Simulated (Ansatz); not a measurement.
Geometry optimisation, RKS PBE-D4/def2-SVP (Ansatz).

Input file:

```yaml
crystal:
  periodic: [false, false, false]
  atoms:
    - { symbol: F, position_ang: [-2.2122, 1.2212, 0.21] }
    - { symbol: Sn, position_ang: [-0.6905, 0.6521, -0.7638] }
    - { symbol: Si, position_ang: [0.7176, -0.719, 0.7608] }
    - { symbol: H, position_ang: [-1.105, -0.3121, -2.1328] }
    - { symbol: H, position_ang: [0.2273, 2.0302, -1.348] }
    - { symbol: H, position_ang: [1.1635, 0.1162, 1.9212] }
    - { symbol: H, position_ang: [1.9685, -1.1811, 0.0514] }
    - { symbol: H, position_ang: [0.023, -1.8644, 1.2452] }
basis:
  gaussian: { orbitals: def2-SVP }
hamiltonian:
  xc: pbe
  dispersion: d4
relax:
  f_tol: 0.02
  max_steps: 40
scf:
  lower_state_search: "off"
```

Launched with:

```bash
$ ansatz run input.yaml --threads 1 --pin off --max-ram 2048MiB --backend cpu --events-out ev --progress --plain --runs-dir out
```

**Question.** Where does it end, and by what steps?

**Answer.** The forces met the threshold. After 5 steps the energy has fallen by 0.258 eV; H4 moved furthest, 0.16 Å.

```json
{"step": "0", "energy less start (eV)": "0.0000", "largest force component (eV/Å)": "1.798", "accepted": "yes"}
{"step": "1", "energy less start (eV)": "-0.2285", "largest force component (eV/Å)": "0.504", "accepted": "yes"}
{"step": "2", "energy less start (eV)": "-0.2561", "largest force component (eV/Å)": "0.152", "accepted": "yes"}
{"step": "3", "energy less start (eV)": "-0.2576", "largest force component (eV/Å)": "0.030", "accepted": "yes"}
{"step": "4", "energy less start (eV)": "-0.2571", "largest force component (eV/Å)": "0.060", "accepted": "no"}
{"step": "5", "energy less start (eV)": "-0.2583", "largest force component (eV/Å)": "0.008", "accepted": "yes"}
```

```xyz
8
Properties=species:S:1:pos:R:3
F -2.221 1.238 0.137
Sn -0.617 0.644 -0.843
Si 0.796 -0.747 0.819
H -1.242 -0.252 -2.187
H 0.134 2.115 -1.370
H 1.203 0.105 1.987
H 2.030 -1.228 0.101
H 0.009 -1.933 1.300
```

Whether the end is a true minimum wasn't checked by a vibrational analysis.

Run time: 12 s on 1 CPU thread of a shared host.
